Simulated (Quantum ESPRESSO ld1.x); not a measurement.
The lutetium ion Lu2+, configuration [Xe] 4f14 6s1. Calculated with ld1.x of Quantum ESPRESSO 7.5: Dirac Kohn-Sham, revPBE, spin-unpolarised, spherical densities, point nucleus.

Normalised radial functions P(r) = r R(r) (large component), r in bohr:

| r | 6s1/2 |
|---|---|
| 0.001111 | 0.0217 |
| 0.001514 | 0.0274 |
| 0.002044 | 0.0339 |
| 0.00276 | 0.0412 |
| 0.003725 | 0.0490 |
| 0.005079 | 0.0566 |
| 0.006856 | 0.0618 |
| 0.009254 | 0.0624 |
| 0.01249 | 0.0549 |
| 0.01703 | 0.0347 |
| 0.02299 | 0.0009 |
| 0.03103 | -0.0435 |
| 0.04189 | -0.0848 |
| 0.05712 | -0.0974 |
| 0.0771 | -0.0535 |
| 0.1041 | 0.0435 |
| 0.1405 | 0.1322 |
| 0.1915 | 0.1095 |
| 0.2585 | -0.0503 |
| 0.349 | -0.1981 |
| 0.4711 | -0.1311 |
| 0.6423 | 0.1453 |
| 0.867 | 0.3334 |
| 1.17 | 0.2100 |
| 1.58 | -0.1770 |
| 2.154 | -0.5606 |
| 2.908 | -0.6619 |
| 3.925 | -0.4751 |
| 5.298 | -0.2084 |
| 7.223 | -0.0466 |
| 9.751 | -0.0048 |

6s1/2: eigenvalue -17.410 eV, 5 radial nodes at r = 0.0231, 0.0921, 0.239, 0.553, 1.40 bohr, <r> = 3.07 bohr, 90 % of the charge inside 4.42 bohr.
